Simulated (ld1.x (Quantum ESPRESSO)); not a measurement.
The numbers below are computed, except where a source is named.
Hardness and transferability of assorted potentials

Generated with ld1.x 7.5 (TM, RRKJ, ultrasoft, PAW), atompaw 4.2 or ONCVPSP 4.0.1. The cutoff is in Ry: for ld1.x and atompaw files where the sum of valence levels is converged to 10 mRy in a Bessel basis, for ONCV files where the hardest occupied wave has 1 mHa per electron of residual kinetic energy. The error is the largest all-electron minus pseudo excitation energy over each file’s own four to seven test configurations (ionisations up to +4, promotions, holes and added fractions of an electron), all of which were solved. The labels leave out finer settings (local radius, basis sizes, second energies), which also bear on the numbers. Spin-polarised tests are not counted. The rows are a selection from randomly drawn settings: files with unsolved tests, undetermined cutoffs or missed reference levels are left out.

A true bound ghost makes a file unfit for plane-wave use even where its test errors are small: the radial tests pick states by their node count and pass the ghost by.

| element | potential | cutoff (Ry) | largest error (meV) | bound ghosts |
| --- | --- | --- | --- | --- |
| Nb | TM, PBEsol, scalar-relativistic, rc 2.25/1.70/2.70 (spd), local smoothed, core correction no, reference 4p6 4d3 5s2 5p0 | 40 | -21 | s |
| Pt | RRKJ, PBE, fully relativistic, rc 1.80/3.55/1.35 (spd), local s, core correction yes, reference 5d9 6s1 6p0 | 90 | -331 | none |
| Pb | TM, PBEsol, fully relativistic, rc 1.75/2.75/2.00/2.75 (spdf), local smoothed, core correction yes, reference 5d10 6s2 6p1 | 50 | -143 | none |
| Bi | TM, LDA (PZ), scalar-relativistic, rc 1.95/1.90/1.55 (spd), local p, core correction yes, reference 5d10 6s2 6p3 | 60 | -205 | s |
| Bi | TM, PBE, non-relativistic, rc 2.05/2.55/2.65 (spd), local smoothed, core correction no, reference 6s1 6p4 | 15 | -9.0 | none |

(1) Fill in the row for Sc: TM, PW91, scalar-relativistic, rc 3.45/1.70/2.40 (spd), local smoothed, core correction yes, reference 3p6 3d2 4s1 4p0.

(2) Fill in the row for Mo: TM, PBE, fully relativistic, rc 3.15/3.30/1.56 (spd), local p, core correction no, reference 4d5 5s1 5p0.

Answers

(1) cutoff 40 Ry, largest error +285 meV, bound ghosts: s.

(2) cutoff 45 Ry, largest error -392 meV, bound ghosts: none.
